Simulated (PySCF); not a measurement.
## Continuum solvent and chemical shifts

Molfile (atoms numbered from 1):
```
C4H8F2O2Si
     RDKit          3D

 17 17  0  0  0  0  0  0  0  0999 V2000
    3.2258    0.5201   -0.3787 F   0  0  0  0  0  0  0  0  0  0  0  0
    2.3761    0.4388    0.6699 C   0  0  0  0  0  0  0  0  0  0  0  0
    3.0307   -0.1250    1.6844 F   0  0  0  0  0  0  0  0  0  0  0  0
    1.3286   -0.3691    0.3646 O   0  0  0  0  0  0  0  0  0  0  0  0
    0.3476    0.2135   -0.4759 C   0  0  1  0  0  0  0  0  0  0  0  0
   -0.6862   -0.8687   -0.7611 C   0  0  0  0  0  0  0  0  0  0  0  0
   -1.5595   -1.0160    0.4948 C   0  0  0  0  0  0  0  0  0  0  0  0
   -1.5770    0.7601    1.1308 Si  0  0  0  0  0  4  0  0  0  0  0  0
   -0.2694    1.2827    0.1742 O   0  0  0  0  0  0  0  0  0  0  0  0
    2.0627    1.4620    0.9397 H   0  0  0  0  0  0  0  0  0  0  0  0
    0.8334    0.5973   -1.3884 H   0  0  0  0  0  0  0  0  0  0  0  0
   -0.1840   -1.8030   -1.0516 H   0  0  0  0  0  0  0  0  0  0  0  0
   -1.2942   -0.5322   -1.6156 H   0  0  0  0  0  0  0  0  0  0  0  0
   -1.0672   -1.6651    1.2355 H   0  0  0  0  0  0  0  0  0  0  0  0
   -2.5478   -1.4429    0.2745 H   0  0  0  0  0  0  0  0  0  0  0  0
   -2.7810    1.5659    0.7796 H   0  0  0  0  0  0  0  0  0  0  0  0
   -1.2860    0.9201    2.5837 H   0  0  0  0  0  0  0  0  0  0  0  0
  1  2  1  0
  2  3  1  0
  2  4  1  0
  4  5  1  0
  5  6  1  0
  6  7  1  0
  7  8  1  0
  8  9  1  0
  9  5  1  0
  2 10  1  0
  5 11  1  6
  6 12  1  0
  6 13  1  0
  7 14  1  0
  7 15  1  0
  8 16  1  0
  8 17  1  0
M  END
```

GIAO PBE0/pcSseg-1 in PySCF on one PBE0-D3(BJ)/def2-SVP conformer, non-relativistic, equivalent nuclei averaged. Solvents enter as an IEF-PCM continuum (benzene with ε = 2.3, dimethylsulfoxide with ε = 46.8) around the gas-phase geometry. Shifts are referred to CFCl3, TMS computed in the same medium.

Gas phase, δ in ppm: F1 -102.8, F3 -109.6, C2 119.4, C5 99.9, C6 34.0, C7 5.0, Si8 11.5, H10 6.22, H11 5.43, H17 5.08, H16 4.97, H12 2.21, H13 1.57, H14 1.43. Dipole moment 3.02 D.

(1) How does each δ change in the continuum?

(2) Which of the listed nuclei move most (in ppm), and what does the model miss? (N and O are left out, as their reference compounds move with the solvent too.)

Answers

(1) 
```csv
atoms,environment,"Δδ, benzene","Δδ, dimethylsulfoxide"
F1,fluorine of a CF2 group,-0.7,-1.1
F3,fluorine of a CF2 group,-1.1,-2.1
C2,sp3 CH bonded to 2 F and O,+0.7,+1.6
C5,sp3 carbon bearing two oxygens,+0.8,+1.7
C6,sp3 CH2 in a ring,+0.2,+0.6
C7,sp3 CH2 bonded to Si,+0.4,+0.9
Si8,"silicon bonded to C, O, 2 H, in a 5-membered ring",+0.6,+1.2
H10,hydrogen on an sp3 CH bonded to 2 F and O,+0.08,+0.17
H11,hydrogen on an sp3 carbon bearing two oxygens,+0.06,+0.14
H17,"hydrogen on a silicon bonded to C, O, in a 5-membered ring",-0.02,-0.06
H16,"hydrogen on a silicon bonded to C, O, in a 5-membered ring",-0.02,-0.03
H12,hydrogen on an sp3 CH2 in a ring,+0.02,0.00
H13,hydrogen on an sp3 CH2 in a ring,+0.11,+0.26
H14,hydrogen on an sp3 CH2 bonded to Si,+0.01,-0.03
```

Changes are relative to the gas phase. The dipole moment becomes 3.27 D in benzene, 3.57 D in dimethylsulfoxide.

(2) F3 (fluorine of a CF2 group, -2.1 ppm) in dimethylsulfoxide. A continuum only polarises the solute; specific hydrogen bonds, the anisotropy of aromatic solvents and changes of geometry or conformer are outside it.
